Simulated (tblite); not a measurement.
A tight-binding relaxation on `CC(=S)O[SiH2]CO[SiH3]`.

Computed with GFN2-xTB geometry optimisation, gas phase (tblite 0.8.0). Start geometry: from a force field or distance geometry. The input is one job of a driver script: a line of settings, then coordinates in Å.

Command:
```bash
OMP_NUM_THREADS=1 python probes_run.py task.json out
```

Input:
```
{"job": {"kind": "relax", "xc": "GFN2-xTB", "basis": "xTB"}, "charge": 0, "multiplicity": 1}
C     -3.202100     1.005500     0.810900
C     -2.654300    -0.038200    -0.084200
S     -3.403100    -1.506400    -0.192400
O     -1.497300     0.130800    -0.836200
Si    -0.277700    -1.114400    -0.731500
C      1.293200    -0.377400    -0.110000
O      2.279700    -0.191200    -1.076900
Si     3.645000     0.502700    -0.243100
H     -3.865200     1.701400     0.259300
H     -2.430900     1.630300     1.299500
H     -3.823200     0.533000     1.614900
H     -0.162600    -1.697100    -2.074000
H     -0.701400    -2.150600     0.224600
H      1.718400    -1.085400     0.636400
H      1.136200     0.656900     0.340300
H      4.880500    -0.002300    -0.782800
H      3.537400     1.970800    -0.231900
H      3.518700     0.037900     1.165600
```

Output:
```
step      E/eV     max force
  0    -718.59867    2.554
  1    -718.90606    1.567
  2    -719.03615    0.880
  3    -719.10346    0.922
  4    -719.20773    0.780
  5    -719.24859    0.494
  6    -719.30083    0.550
  7    -719.33103    0.400
  8    -719.36191    0.382
  9    -719.38814    0.341
... (144 lines left out)
154    -719.92686    0.028
155    -719.92700    0.027
156    -719.92713    0.032
157    -719.92725    0.033
158    -719.92737    0.025
159    -719.92746    0.021
160    -719.92753    0.023
161    -719.92760    0.021
162    -719.92765    0.016
163    -719.92767    0.010
```

«max force» is the largest atomic force in eV/Å.

**Question.** From which step on does the largest force stay under 0.1 eV/Å, and how much energy is left to gain from there?

**Answer.** From step 151 (0.057 eV/Å), 1.3 meV above the end.

In short: energy lowered by 30.6 kcal/mol over 163 steps; largest atomic force 0.010 eV/Å at the end.

**Question.** Give the final coordinates.

**Answer.** 0.890 Å rms from the input after alignment:
```
atom  x, y, z in Å
C1    -3.6886    0.6528    0.8469
C2    -2.7359   -0.1109   -0.0116
S3    -3.2245   -1.1460   -1.1649
O4    -1.4610    0.1090    0.2271
Si5   -0.1971   -0.6210   -0.5670
C6     1.3192    0.1405    0.2738
O7     2.4049   -0.4809   -0.3736
Si8    3.9661   -0.0448   -0.3825
H9    -4.3369    1.2660    0.2229
H10   -3.1456    1.2841    1.5460
H11   -4.3258   -0.0400    1.3945
H12   -0.2399   -0.2666   -1.9819
H13   -0.2483   -2.0617   -0.3455
H14    1.3754   -0.0666    1.3468
H15    1.3823    1.2257    0.1550
H16    4.4876   -1.0967   -1.2365
H17    4.1232    1.3067   -0.9308
H18    4.5362   -0.0433    0.9696
```

**Question.** Estimate the wall time. Hardware: an Arm Neoverse V2 with one thread, no GPU, shared host.

**Answer.** About 1.3 s.
Labels such as C1 count atoms from 1, the log's own numbers from 0.
